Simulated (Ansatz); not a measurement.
A made-up structure of BSiH3OF (charge -1), singlet:

```xyz
7
angstrom
B -0.7802 0.7585 0.1418
Si 0.6202 -0.6365 0.1685
O 0.1496 0.4508 -0.9945
F 0.4459 -2.1810 -0.3725
H 0.8221 -0.0161 -1.5147
H -0.6270 1.8220 0.7219
H 2.1257 -0.5887 0.3011
```

It is relaxed with PBE-D4/def2-SVPD and then PBE0-D4/def2-TZVPD (Ansatz 0.2.0). Atoms count as bonded within 1.22 times the sum of their covalent radii (H–H: 0.88 Å). The end point is not checked to be a true minimum.

(1) Does its bonding change? (Judge from chemistry; the calculation decides.)

Results:

(1) The calculation gives: Yes. Formed: none; broken: Si2–O3.

Where it ends: The first stage lowers the energy by 4.59 eV in 22 steps. It ends as BSiH₃OF ([OH][BH][SiH][F]), total charge -1:
```xyz
7
angstrom
B 0.1308 0.4287 -0.2996
Si 1.0766 -1.0817 0.5878
O 0.7803 1.3796 -1.0909
F -0.1387 -2.1587 1.0460
H 0.2228 2.1458 -1.2330
H -1.0117 0.7415 0.0256
H 1.6963 -1.8461 -0.5841
```

Labels in which every atom is bracketed show which atoms are joined, not bond orders.

For scale, one of the runs: PBE0-D4/def2-TZVPD relaxation, 187 basis functions, launched by `ansatz run in.yaml --threads 2 --pin off --events-out ev --progress --plain --max-ram 4352MiB`. The run took about 44 s on 2 CPU threads of an Arm Neoverse V2 (shared host).
